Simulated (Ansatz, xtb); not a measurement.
## Two isomers of C4H3BN2O

We compare a, `Bc1ocnc1C#N`, a singlet, with b, `Bc1coc(C#N)n1`, a singlet. Both are isolated molecules in the gas phase, relaxed with B3LYP/def2-SVP; the shapes shown needn't be the lowest conformers.

a (Å):

```xyz
11

C    -0.0882   -0.3658   -0.4265
C     0.1809    0.0814    1.6838
C     0.7739   -1.2716    0.1874
C     1.4358   -2.3800   -0.4259
B    -0.6190   -0.2069   -1.8490
N     0.9292   -0.9701    1.5193
N     1.9693   -3.2778   -0.9308
O    -0.4520    0.5004    0.5868
H    -1.3741    0.6892   -2.1134
H    -0.2611   -0.9960   -2.6810
H     0.0205    0.6434    2.6037
```

b (Å):

```yaml
atoms:
  - { symbol: C, position_ang: [-0.1756, -0.2699, -0.6394] }
  - { symbol: C, position_ang: [0.2366, 0.2939, 0.5528] }
  - { symbol: C, position_ang: [0.9503, -1.7238, 0.4591] }
  - { symbol: C, position_ang: [1.6420, -2.8708, 0.9509] }
  - { symbol: B, position_ang: [-1.0076, 0.3922, -1.7480] }
  - { symbol: N, position_ang: [2.2034, -3.8045, 1.3481] }
  - { symbol: N, position_ang: [0.3129, -1.5831, -0.6546] }
  - { symbol: O, position_ang: [0.9440, -0.6040, 1.2541] }
  - { symbol: H, position_ang: [-1.2988, -0.2168, -2.7420] }
  - { symbol: H, position_ang: [-1.3620, 1.5351, -1.5999] }
  - { symbol: H, position_ang: [0.1008, 1.2754, 1.0013] }
```

Quicker runs give these differences E(b) − E(a): GFN2-xTB +25.9 kJ/mol; HF/STO-3G +18.4 kJ/mol (at GFN2-xTB geometries); r2SCAN-D4/def2-SVP +30.2 kJ/mol (at GFN2-xTB geometries).

Task: Estimate E(b) − E(a) at the level CCSD(T)/def2-SVP + ΔMP2/def2-TZVPP.

Result: Calculated at CCSD(T)/def2-SVP + ΔMP2/def2-TZVPP: E(b) − E(a) = +26.5 kJ/mol, so structure a lies lower.

How the difference moves with the method:

```csv
level,geometry,E(b) − E(a) (kJ/mol),departure from the last row (kJ/mol),"job, with rough time for the two"
GFN2-xTB,GFN2-xTB,+25.9,−0.6,"optimisation, 0.44 s"
HF/STO-3G,GFN2-xTB,+18.4,−8.1,"single point, 1.5 s"
r2SCAN-D4/def2-SVP,GFN2-xTB,+30.2,+3.7,"single point, 11 s"
B3LYP/def2-SVP,B3LYP/def2-SVP,+26.6,+0.2,"optimisation, 2 min"
HF/def2-SVP,B3LYP/def2-SVP,+27.5,+1.0,part of the CCSD(T) run
MP2/def2-SVP,B3LYP/def2-SVP,+27.6,+1.1,part of the CCSD(T) run
CCSD(T)/def2-SVP,B3LYP/def2-SVP,+26.6,+0.2,single point
CCSD(T)/def2-SVP + ΔMP2/def2-TZVPP,B3LYP/def2-SVP,+26.5,,"single point, 3.1 min"
```

As drawn, both hold the same kinds of bond in the same numbers.

None of the levels shown reverses the order. The largest departure from CCSD(T)/def2-SVP + ΔMP2/def2-TZVPP is that of HF/STO-3G, 8.1 kJ/mol. The last row adds to CCSD(T) the change of the MP2 difference between the two basis sets, here −0.2 kJ/mol.

With thermal terms from frequencies at re-optimised GFN2-xTB minima (ideal gas, soft modes damped towards free rotors, one conformer each, 298.15 K, 1 atm): on the last row, ΔE + ΔZPE = +25.4, ΔH = +25.5, ΔG = +25.2 kJ/mol.

The correlated steps freeze 8 core orbitals. Run with Ansatz 0.2.0, xtb 6.7.1; the last row on 2 threads of AMD EPYC (Zen 3) on a shared host.
